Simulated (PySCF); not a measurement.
OZr (SMILES [O]=[Zr]), singlet, geometry from GFN2-xTB (such geometries of metal compounds can be far from the true shape) (core potentials on Zr), with bond 1-2 at 1.6 times its length; B3LYP/def2-SV(P) in PySCF.

PySCF was given this input:
```python
from pyscf import gto, scf, dft

mol = gto.Mole()
mol.atom = '''
    Zr    0.00000000    0.00000000   -1.34304741
    O     0.00000000    0.00000000    1.45983413
'''
mol.basis = 'def2-sv(p)'
mol.ecp = {'Zr': 'def2-sv(p)'}
mol.verbose = 4
mol.build()

mf = dft.RKS(mol)
mf.xc = 'b3lyp'
mf.init_guess = 'vsap'
mf.kernel()
mf.analyze()
```

**Question.** Predict the main parts of the log of this PySCF run.

**Answer.** 
```
PySCF version 2.14.0

[INPUT] verbose = 4
[INPUT] num. atoms = 2
[INPUT] num. electrons = 20
[INPUT] charge = 0
[INPUT] spin (= nelec alpha-beta = 2S) = 0
[INPUT] symmetry False subgroup None
[INPUT] Mole.unit = angstrom
[INPUT] Symbol           X                Y                Z      unit          X                Y                Z       unit  Magmom
[INPUT]  1 Zr     0.000000000000   0.000000000000  -1.343047410000 AA    0.000000000000   0.000000000000  -2.537991777206 Bohr   0.0
[INPUT]  2 O      0.000000000000   0.000000000000   1.459834130000 AA    0.000000000000   0.000000000000   2.758686692993 Bohr   0.0

nuclear repulsion = 18.1245662805714
number of shells = 16
number of NR pGTOs = 74
number of NR cGTOs = 38
basis = def2-sv(p)
ecp = {'Zr': 'def2-sv(p)'}

******** <class 'pyscf.dft.rks.RKS'> ********
method = RKS
initial guess = vsap
damping factor = 0
level_shift factor = 0
DIIS = <class 'pyscf.scf.diis.CDIIS'>
diis_start_cycle = 1
diis_space = 8
diis_damp = 0
SCF conv_tol = 1e-09
SCF conv_tol_grad = None
SCF max_cycles = 50
direct_scf = True
direct_scf_tol = 1e-13
XC library pyscf.dft.libxc version 7.1.2
    S. Lehtola, C. Steigemann, M. J. T. Oliveira, and M. A. L. Marques,  SoftwareX 7, 1–5 (2018)
XC functionals = b3lyp
    P. J. Stephens, F. J. Devlin, C. F. Chabalowski, and M. J. Frisch,  J. Phys. Chem. 98, 11623 (1994)
radial grids:
    Treutler-Ahlrichs [JCP 102, 346 (1995); DOI:10.1063/1.469408] (M4) radial grids

becke partition: Becke, JCP 88, 2547 (1988); DOI:10.1063/1.454033
pruning grids: <function nwchem_prune>
grids dens level: 3
symmetrized grids: False
atomic radii adjust function: <function treutler_atomic_radii_adjust>
small_rho_cutoff = 0
Set gradient conv threshold to 3.16228e-05
tot grids = 36472
Traceback (most recent call last):
  File "input.py", line 16, in <module>
  File "<string>", line 2, in kernel
  File "site-packages/pyscf/scf/hf.py", line 2099, in scf
  File "site-packages/pyscf/scf/hf.py", line 127, in kernel
  File "site-packages/pyscf/scf/hf.py", line 2491, in get_init_guess
  File "site-packages/pyscf/scf/hf.py", line 2036, in get_init_guess
  File "site-packages/pyscf/dft/rks.py", line 533, in init_guess_by_vsap
  File "site-packages/pyscf/dft/rks.py", line 195, in get_vsap
  File "site-packages/pyscf/dft/numint.py", line 1048, in nr_sap_vxc
AssertionError: ECP or PP not supported
```

The input was rejected before any calculation.
